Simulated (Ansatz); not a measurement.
Relaxation of Cl$_{2}$F$_{2}$H$_{2}$OZr (8 atoms, charge 0, multiplicity 1), to a largest force component of 0.03 eV/Å in at most 50 steps.

Theory: RKS PBE/def2-SVP in Ansatz 0.2.0.

```xyz
8
Properties=species:S:1:pos:R:3
Zr -0.135 -0.129 -0.140
F -0.110 -0.130 1.816
Cl 2.025 -0.358 -1.049
Cl -1.383 1.613 -1.091
F -1.044 -1.710 -0.666
O 1.464 2.194 1.484
H 2.390 1.884 1.473
H 1.044 1.616 2.172
```

Q: Where does it end, and by what steps?

A: It converged. After 9 steps the energy has fallen by 0.518 eV; O6 moved furthest, 0.57 Å. Joined: Zr1–O6 (3.25 → 2.38 Å).

```
step  energy less start (eV)  largest force component (eV/Å)  accepted
   0                  0.0000                           0.904       yes
   1                 -0.1228                           1.024       yes
   2                 -0.3045                           1.493       yes
   3                 -0.4596                           0.850       yes
   4                 -0.4972                           0.564       yes
   5                 -0.5088                           0.683       yes
   6                 -0.5143                           0.429       yes
   7                 -0.5164                           0.212       yes
   8                 -0.5181                           0.046       yes
   9                 -0.5184                           0.015       yes
```

```xyz
8
Properties=species:S:1:pos:R:3
Zr -0.010 0.072 0.066
F -0.387 -0.240 1.927
Cl 2.186 -0.228 -0.853
Cl -1.309 1.759 -0.955
F -0.798 -1.523 -0.612
O 1.222 1.738 1.234
H 2.168 1.757 0.986
H 1.180 1.645 2.206
```

Whether the end is a true minimum wasn't checked by a vibrational analysis.

Time of the run: 12 s on 4 threads of Intel(R) Xeon(R) Platinum 8488C (Sapphire Rapids) (shared host), peak memory 0.2 GiB.
